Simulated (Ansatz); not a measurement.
CH₆HfO₃ (`[CH3][Hf]([OH])([OH])[OH]`), charge 0, multiplicity 1.

Q: Give a relaxed structure at PBE0-D4/def2-TZVP (the Gaussian-basis code of Ansatz). (Best estimate.)

A: The calculation gave: 
Z-matrix (Å, degrees):
```
C
Hf 1 2.232
H 1 1.096 2 111.4
H 1 1.096 2 111.4 3 120.0
H 1 1.096 2 111.4 3 -120.0
O 2 1.928 1 105.4 3 -59.9
O 2 1.928 1 105.4 3 -179.9
O 2 1.928 1 105.4 3 60.1
H 6 0.951 2 160.6 1 -124.9
H 7 0.951 2 160.6 1 -125.0
H 8 0.951 2 160.6 1 -125.1
```
Point group C3.
This is one stationary point; other conformers may exist.
